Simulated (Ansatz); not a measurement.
Program: Ansatz. Geometries: PBE0-D4/def2-TZVP. ΔE: electronic, gas phase. CCSD(T)/CBS is the MP2 limit (def2-TZVPP, def2-QZVPP) plus CCSD(T) − MP2 in def2-TZVPP, frozen cores. This one scheme is used for every species. DFT in def2-TZVPP. Each species was taken in one conformer, which may not be the lowest.

`N[SiH2][SiH](O)O` + `SS` → `N[SiH2]SS` + `O[SiH2]O`  (cleavage of the Si–Si bond)

Q: Is it downhill or uphill in electronic energy at CCSD(T)/CBS, and by how much? (Estimate.)

A: The calculation gave: Downhill: ΔE = -21.3 kcal/mol.

Q: What do these levels give: ωB97M-V, revPBE, BLYP, r2SCAN0, HF/def2-SVP, SCS-MP2/def2-QZVPP? (An estimate is asked.)

A: The calculation gave: ωB97M-V -21.3, revPBE -17.6, BLYP -18.8, r2SCAN0 -20.9, HF/def2-SVP -21.2, SCS-MP2/def2-QZVPP -22.9 kcal/mol.

Largest T1 diagnostic among the species: 0.012.

From BLYP to BHLYP (50 % exact exchange), in def2-TZVPP and without D4, ΔE moves by −2.1 kcal/mol. At CCSD(T), def2-SVP lies +1.6 kcal/mol from the extrapolated value and def2-TZVPP +0.7 kcal/mol. Leaving LDA and LC-ωPBE aside and taking each functional with its dispersion term where it has one, the values, not all of them listed here, spread over 3.2 kcal/mol, from ωB97M-V to PBE-D4.
